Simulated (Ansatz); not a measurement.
Mulliken charges of `O[Si](F)(Cl)Br` from ωB97M-V/def2-TZVPP in Ansatz (PBE0-D4/def2-TZVP geometry).

```
atom   x (Å)   y (Å)   z (Å)  charge (e)
  O1  -0.495   0.332   1.179      -0.333
 Si2   0.211   0.017  -0.237       0.715
  F3   1.622  -0.663  -0.028      -0.266
 Cl4  -0.894  -1.272  -1.346      -0.173
 Br5   0.512   1.910  -1.268      -0.135
  H6  -0.914  -0.388   1.655       0.192
```

Problem. By hand: the dipole of these point charges (1 e Å = 4.8032 D).

Solution. Σ q r = (-0.206, -0.034, 0.167) e Å, of length 0.267 e Å = 1.28 D.

Problem. How does the dipole of the full density compare? (Best estimate.)

Solution. Ansatz gave: (-0.237, -0.164, 0.209) e Å, 1.71 D; the point charges give 0.75 times that, at 20° from its direction.

Point charges leave out the atoms' own dipoles, such as those of lone pairs, and Mulliken's split depends on the basis, so the two needn't agree.
